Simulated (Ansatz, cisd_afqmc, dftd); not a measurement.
Species: BBr3, charge 0, singlet. BBr3 (tribromoborane, SMILES BrB(Br)Br).
B3LYP-D3(BJ)/def2-TZVP minimum from Ansatz (a first-principles code):
```
B
Br 1 1.9073
Br 1 1.9073 2 120.00
Br 1 1.9073 2 120.00 3 -180.00
```

Property: atomisation energy (electronic, to ground-state atoms), in kcal/mol. Open shells are spin-unrestricted; no spin-orbit coupling. Correlated methods leave the cores frozen (noble-gas shells, and filled d and f shells in the p block). No relativity. The Monte Carlo rows (phaseless AFQMC, CISD trial, step 0.005/hartree) carry one-sigma bars that omit the constraint's bias. Outlying blocks are dropped, and bars are widened where a walk drifts. Over all cases where full CI ran beside it in this data, AFQMC minus full CI had a median of +0.1 mEh and passed +0.4 mEh in a tenth of the cases. CBS(X,Y): correlation extrapolated as X^-3, Hartree-Fock from the larger set (Q,5: extrapolated as (X+1)exp(-9√X)). A bracket is a step between two methods taken in the basis named. Double hybrids freeze cores in their MP2 part. For partners of very few electrons the exact lower level stands in for a higher one. Spin-orbit terms, left out, reach several kcal/mol for Br and I, and more for heavier atoms.

```json
[
 {"level": "r2SCAN-D3(BJ)/def2-TZVPD", "program": "Ansatz + dftd3", "atomisation energy (kcal/mol)": "287.4", "difference against the last row": "12.3"},
 {"level": "r2SCAN-D4/def2-TZVPD", "program": "Ansatz + dftd4", "atomisation energy (kcal/mol)": "287.3", "difference against the last row": "12.2"},
 {"level": "B3LYP/def2-TZVPD", "program": "Ansatz", "atomisation energy (kcal/mol)": "266.3", "difference against the last row": "-8.8"},
 {"level": "r2SCANh-D4/def2-TZVPD", "program": "Ansatz + dftd4", "atomisation energy (kcal/mol)": "284.2", "difference against the last row": "9.1"},
 {"level": "CAM-B3LYP-D3(BJ)/def2-TZVPD", "program": "Ansatz + dftd3", "atomisation energy (kcal/mol)": "270.9", "difference against the last row": "-4.2"},
 {"level": "CAM-B3LYP-D4/def2-TZVPD", "program": "Ansatz + dftd4", "atomisation energy (kcal/mol)": "270.9", "difference against the last row": "-4.2"},
 {"level": "B2PLYP-D3(BJ)/def2-TZVPD", "program": "Ansatz + dftd3", "atomisation energy (kcal/mol)": "274.8", "difference against the last row": "-0.3"},
 {"level": "B2PLYP-D4/def2-TZVPD", "program": "Ansatz + dftd4", "atomisation energy (kcal/mol)": "273.7", "difference against the last row": "-1.4"},
 {"level": "MP2/cc-pVQZ", "program": "Ansatz", "atomisation energy (kcal/mol)": "287.4", "difference against the last row": "12.3"},
 {"level": "MP2/CBS(cc-pVTZ,cc-pVQZ)", "program": "Ansatz", "atomisation energy (kcal/mol)": "291.7", "difference against the last row": "16.6"},
 {"level": "CCSD/cc-pVDZ", "program": "Ansatz", "atomisation energy (kcal/mol)": "245.5", "difference against the last row": "-29.6"},
 {"level": "CCSDT(Q)/cc-pVTZ", "program": "Ansatz", "atomisation energy (kcal/mol)": "263.6", "difference against the last row": "-11.5"},
 {"level": "AFQMC/CISD/cc-pVTZ", "program": "cisd_afqmc", "atomisation energy (kcal/mol)": "264.0 ± 0.6", "difference against the last row": "-11.1"},
 {"level": "CCSD(T)/CBS(cc-pVQZ,cc-pV5Z) + [AFQMC/CISD - CCSD(T)]/cc-pVTZ", "program": "Ansatz + cisd_afqmc", "atomisation energy (kcal/mol)": "275.5 ± 0.6", "difference against the last row": "0.4"},
 {"level": "CCSD(T)/CBS(cc-pVQZ,cc-pV5Z) + [CCSDT(Q) - CCSD(T)]/cc-pVTZ", "program": "Ansatz", "atomisation energy (kcal/mol)": "275.1", "difference against the last row": "0.0"}
]
```
